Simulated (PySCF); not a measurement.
HOSi, charge +1, singlet, geometry from GFN2-xTB, with bond 2-1 at 1.3 times its length. Base run: PySCF with BLYP/6-31G.

PySCF was given this input:
```python
from pyscf import gto, scf, dft

mol = gto.Mole()
mol.atom = '''
    O    -0.000000   -0.000000   -0.888354
    Si    0.000000    0.000000    1.098862
    H    -0.000000   -0.000000   -1.857005
'''
mol.basis = '6-31g'
mol.charge = 1
mol.spin = 0
mol.verbose = 4
mol.build()

mf = dft.RKS(mol)
mf.xc = 'blyp'
mf.kernel()
```

Variants of this job, named by their change:

```csv
change,ΔE vs base (mEh),SCF cycles,outcome
base,0.000,11,converged
level_shift = 1.0 (with mf.max_cycle = 100),-,73,not converged
diis = off; damp = 0.6 (with mf.diis_start_cycle = 200; with mf.max_cycle = 150),-,150,not converged
init_guess = atom,0.000,12,converged
diis = off (with mf.max_cycle = 100),-,100,not converged
diis = off; damp = 0.3 (with mf.diis_start_cycle = 200; with mf.max_cycle = 150),-,150,not converged
solver = newton; init_guess = 1e,0.000,-,converged
diis_space = 20,0.000,11,converged
conv_tol = 1e-7,0.000,10,converged
DIIS = ADIIS,0.000,36,converged
diis_space = 12,0.000,11,converged
diis_space = 2,0.000,17,converged
conv_tol_grad = 1e-3,0.000,11,converged
```
